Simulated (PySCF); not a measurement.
**How methods differ on the interval between two levels of Te⁺**

Te⁺ [Kr] 4d10 5s2 5p3 [4S3/2, M_J = 3/2] → Te⁺ [Kr] 4d10 5s1 5p3 5d1 [6D9/2, M_J = 9/2], as a difference of total energies. All numbers are calculated (PySCF 2.14, the two-component X2C-1e Hamiltonian, in x2c-TZVPall-2c with one added diffuse shell each of s, p, d, f type (9s10p6d3f, 90 functions)). Correlated levels: [Ar] 3d10 frozen; the 6 highest virtual spinors dropped. "Screened" scales the spin-orbit matrix elements by Boettger's factors to mimic the two-electron term; Breit and QED terms are absent.

```
                    method  interval between two levels (cm⁻¹)
           GHF (spin-free)                              127390
          GMP2 (spin-free)                              144550
 GHF (screened spin-orbit)                              127850
GMP2 (screened spin-orbit)                              144980
```

The labels give the starting determinants; with spin-orbit coupling the two ends relaxed to ⟨J²⟩ = 3.75, ⟨L²⟩ = 0.10, ⟨S²⟩ = 3.66 and ⟨J²⟩ = 24.76, ⟨L²⟩ = 6.10, ⟨S²⟩ = 8.71.

The promoted electron is Rydberg-like, and one or two diffuse shells describe it only roughly, which tends to raise the upper state.
